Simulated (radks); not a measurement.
Species: Ag45+. Configuration: [He]. All-electron calculation, scalar-relativistic Kohn-Sham, PBE, spin-polarised, spherical densities, finite nucleus; Fermi nuclear charge, rms radius 4.5454 fm. Program: a radial shooting solver on a logarithmic mesh with Libxc functionals.

Normalised radial functions P(r) = r R(r), r in bohr:

```
   r/bohr * 2s (the largest magnitude, 2.92, reaches the edge; | marks zero)
 0.001298                             |  *
 0.001717                             |   *
  0.00229                             |    *
  0.00303                             |     *
 0.004042                             |       *
  0.00539                             |         *
 0.007132                             |          *
 0.009513                             |            *
  0.01259                             |             *
  0.01679                             |             *
  0.02221                             |            *
  0.02963                             |       *
  0.03951                             |*
  0.05228                    *        |
  0.06973         *                   |
  0.09226  *                          |
   0.1231  *                          |
   0.1628        *                    |
   0.2172                  *          |
   0.2896                         *   |
   0.3832                            *|
```

2s (empty): eigenvalue -7338.8 eV, 1 radial node at r = 0.0405 bohr, <r> = 0.125 bohr, 90 % of the charge inside 0.191 bohr.
